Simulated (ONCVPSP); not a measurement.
gadolinium (Gd): ONCV pseudisation with PBEsol, scalar-relativistic reference atom.

- Element: Gd
- Generator: ONCVPSP 4.0.1
- Type: optimised norm-conserving Vanderbilt (ONCV)
- Functional: PBEsol
- Relativity: scalar-relativistic
- Frozen core: [Kr] 4d10
- Valence charge: 18
- Reference configuration: 4f7 5s2 5p6 5d1 6s2
- Partial waves: 5s+6s: rc 2.30 bohr, ncon 4, nbas 8, qcut 5.3 1/bohr, 2 projectors; 5p: rc 1.60 bohr, ncon 5, nbas 8, qcut 4.9 1/bohr, 2 projectors, debl 1 Ha; 5d: rc 2.50 bohr, ncon 3, nbas 6, qcut 3.5 1/bohr, 2 projectors, debl 0.9 Ha; 4f: rc 0.70 bohr, ncon 4, nbas 7, qcut 15.8 1/bohr, 1 projector
- Local potential: polynomial inside 0.45 bohr (lpopt 3, dvloc0 -1 Ha)
- Core correction: none

In the p channel the program set the typed energies aside and used -1.002, 0.250 Ha.

Poles of the logarithmic derivatives, all-electron (AE) and pseudo (PS). Narrow ghost or core levels that the grid stepped over were put in at their known energies. s: poles at -1.7, 3.0 (AE) and -2.2, -1.7, 3.0 (PS) Ha. p: poles at 1.2 (AE) and 1.2 (PS) Ha. d: poles at 0.5, 4.4 (AE) and 0.5, 4.6 (PS) Ha. f: poles at no energy (AE) and no energy (PS) Ha. Test radii: s 2.34, p 1.63, d 2.55, f 0.71 bohr.

- Cutoffs needed: 414 Ha and 554 Ha (the cutoffs (Ha) at which the residual kinetic energy of the hardest occupied pseudo-wave falls to 1 and 0.1 mHa per electron)
- Ghost test: ghosts flagged at negative energy: s at -1128.4 eV, s at -59.8 eV, p at -630.3 eV, d at -284.6 eV; no localised positive-energy state flagged; a true bound ghost makes a file unfit for plane-wave use
- Configuration tests: 1 of 4 tests not solved or not reliable
